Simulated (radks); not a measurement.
All-electron atom: the arsenic ion As+ in [Ar] 3d10 4s2 4p2. All-electron calculation, scalar-relativistic Kohn-Sham, BLYP, spin-unpolarised, spherical densities, finite nucleus; Fermi nuclear charge, rms radius 4.0968 fm. Program: a radial shooting solver on a logarithmic mesh with Libxc functionals.

X-ray form factor f0, the Fourier transform of the density (f0(0) = 32):

sin(theta)/lambda (1/angstrom),f0 (electrons)
0.05,31.463
0.1,30.053
0.15,28.199
0.2,26.265
0.25,24.430
0.3,22.733
0.4,19.672
0.5,16.931
0.6,14.504
0.8,10.758
1,8.424
1.25,6.823
1.5,5.915
2,4.608
